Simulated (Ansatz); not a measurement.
C2H7BFNS (`CN(C)B(F)S`). Charge 0, multiplicity 1. The structure was optimised at the PBE0-D4/def2-TZVP level. It is one conformer, not always the lowest.

```xyz
13

C    -0.758    1.168    0.408
N    -0.089   -0.074    0.120
C    -0.502   -1.174    0.961
B     0.879   -0.223   -0.874
F     1.450   -1.421   -1.071
S     1.405    1.172   -1.935
H    -1.842    1.065    0.282
H    -0.414    1.959   -0.259
H    -0.568    1.486    1.440
H     0.040   -2.079    0.693
H    -1.576   -1.365    0.850
H    -0.309   -0.951    2.016
H     2.284    0.437   -2.633
```

What is the dipole moment at B3LYP/def2-TZVPP? (An estimate is asked.)

Ansatz gave: 1.84 D, with components (-1.25, 0.03, 1.35) D in this frame, pointing from negative to positive charge.

And with PBE, r2SCAN, ωB97M-V? (Estimate.)

The calculation gave: PBE 1.83 D, r2SCAN 1.83 D, ωB97M-V 1.81 D.

Give the Mulliken charges with B3LYP, ωB97M-V, PBE in def2-TZVPP. (An estimate is asked.)

Computed: 
```csv
atom,B3LYP,ωB97M-V,PBE
C1,-0.17,-0.23,-0.17
N2,-0.10,-0.10,-0.02
C3,-0.18,-0.24,-0.19
B4,0.30,0.26,0.23
F5,-0.27,-0.26,-0.23
S6,-0.26,-0.23,-0.27
H7,0.09,0.12,0.09
H8,0.09,0.11,0.08
H9,0.09,0.12,0.09
H10,0.10,0.11,0.09
H11,0.09,0.12,0.09
H12,0.09,0.12,0.09
H13,0.11,0.12,0.12
```

B3LYP here is the variant with VWN-RPA as its local correlation; programs differ in this.
